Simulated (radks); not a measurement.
Question: These are the eigenvalues of the occupied orbitals of an atom or ion with whole-number occupations (eV). All-electron calculation, scalar-relativistic Kohn-Sham, PBEsol, spin-polarised, spherical densities, finite nucleus; Fermi nuclear charge, rms radius of each element as measured or else 0.836 A^(1/3) + 0.57 fm. Program: a radial shooting solver on a logarithmic mesh with Libxc functionals.

1s up: -83792.73
1s down: -83784.16
2s up: -18952.66
2s down: -18945.96
2p up: -17160.44
2p down: -17151.47
3s up: -7670.399
3s down: -7641.161
3p up: -7143.132

Which element is it, and in what charge state? The configuration may be excited. Open shells, if any, are filled with parallel spins first.

Answer: Z = 78, platinum, charge +64: Pt64+ in [Ne] 3s2 3p2. The list shows which subshells hold electrons but not how many an open one holds; the 1s level, -3079.3 hartree, gives Z - s = 78.5 by -(Z - s)^2/2, which with screening and relativity narrows Z to a few neighbours, and the depths of the outer levels then fix element, charge and occupations together.
